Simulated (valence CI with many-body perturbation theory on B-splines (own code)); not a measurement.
Which ion has this spectrum?

A relativistic CI+MBPT calculation for an atom or ion with 6 electrons gives these levels (eV):

```tsv
J	Parity	E	g
0	even	0.0	
1	even	776.4	1.48
2	even	794.0	1.15
2	odd	1022.1	1.52
1	odd	1097.1	1.11
2	even	1588.1	1.30
0	even	1640.4	
2	odd	1774.6	1.55
3	odd	1815.8	1.30
0	odd	1865.8	
1	odd	1885.1	1.30
2	odd	1895.1	1.06
1	odd	1898.6	1.31
2	even	2155.9	1.32
```

The energies are calculated, and their last digits are not significant.

Which is it?
A. Tb59+
B. Er62+
C. Eu57+
D. Ho61+

A. Tb59+, ground level (2s^2 2p1/2^2) J=0.
